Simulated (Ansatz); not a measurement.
Molecular dynamics of ClFGeH$_{2}$

input.yaml

```yaml
crystal:
  periodic: [false, false, false]
  atoms:
    - { symbol: Ge, position_ang: [0.01234, -0.020802, -0.059509] }
    - { symbol: F, position_ang: [-0.003288, 0.005908, 1.68133] }
    - { symbol: H, position_ang: [1.479589, 0.055411, -0.496447] }
    - { symbol: Cl, position_ang: [-1.01543, 1.759505, -0.720367] }
    - { symbol: H, position_ang: [-0.787212, -1.253322, -0.496708] }
basis:
  gaussian: { orbitals: def2-SVP }
hamiltonian:
  xc: b3lyp
  dispersion: d4
md:
  timestep: 0.5
  n_steps: 100
  ensemble: nvt_langevin
  temperature: 3000.0
  initial_velocities: maxwell_boltzmann
  seed: 546880
  friction: 0.01
  temperature_schedule:
    - { n_steps: 25, end_temperature: 3000.0 }
    - { n_steps: 75, end_temperature: 6000.0 }
```

Run as:

```bash
$ ansatz run input.yaml --threads 1 --pin off --max-ram 2048MiB --backend cpu --events-out ev --progress --plain --runs-dir out
```

It starts from a relaxed structure.

Output, in part (step lines, the closing report, with atoms numbered from 0):

```
md step     0: t =     0.00 fs  T =  2400.0 K (target 3000.0 K)  F+E_penalty+E_count = -71780.77575658 eV  E_kin = 1.551120 eV  (25 SCF iters)
[... lines left out ...]
Total energy: -71779.37382788 eV, -2637.8433343675 hartree
Atom 0 at    -0.395237    -0.179452     0.230136 Å, force     4.377853     0.301496    -0.757853 eV/Å
Atom 1 at     0.555073     0.175210     1.679400 Å, force    -0.488692     1.116597     0.107590 eV/Å
Atom 2 at     1.060807    -1.123653    -0.102776 Å, force    -2.218269     0.954858    -0.824162 eV/Å
Atom 3 at    -0.858423     1.635620    -1.159250 Å, force     0.301349    -1.722366     1.365115 eV/Å
Atom 4 at    -1.412595    -0.911075     0.966779 Å, force    -1.972240    -0.650585     0.109309 eV/Å
Dipole moment:    -0.313499    -0.334978    -0.181324 e Å
```

The steps, from the saved trajectory:

```tsv
time (fs)	T (K)	potential energy less start (eV)
0.0	2400	0.000
1.5	2506	0.013
3.0	2390	0.059
4.5	2564	0.126
6.0	2828	0.204
7.5	3047	0.284
9.0	2990	0.382
10.5	2704	0.472
12.0	2687	0.520
13.5	2744	0.568
15.0	2852	0.582
16.5	2864	0.555
18.0	2883	0.548
19.5	2598	0.575
21.0	2789	0.616
22.5	2301	0.648
24.0	2207	0.638
25.5	2195	0.629
27.0	1976	0.667
28.5	1764	0.718
30.0	1878	0.718
31.5	2297	0.691
33.0	2145	0.703
34.5	1478	0.738
36.0	1470	0.719
37.5	1509	0.634
39.0	1952	0.547
40.5	2132	0.533
42.0	2188	0.614
43.5	2398	0.713
45.0	2114	0.746
46.5	1980	0.873
48.0	1875	1.108
49.5	1809	1.346
```

The run went to its last step. The schedule's set-point averaged 5000 K over the second half and the system 1943 K, so it lags behind the ramp. A run of 0.05 ps of so small a system gives no equilibrium averages.

The same pairs are bonded in the first frame and the last. Pairs count as bonded within 1.25 times the sum of covalent radii (0.12 Å more for H–H).

Last frame:

```xyz
5
Properties=species:S:1:pos:R:3
Ge -0.395 -0.179 0.230
F 0.555 0.175 1.679
H 1.061 -1.124 -0.103
Cl -0.858 1.636 -1.159
H -1.413 -0.911 0.967
```

Time of the run: 4.1 min on 1 thread of AMD EPYC 7R43 64-Core Processor (Zen 3), with other jobs on the host, peak memory 0.17 GiB.
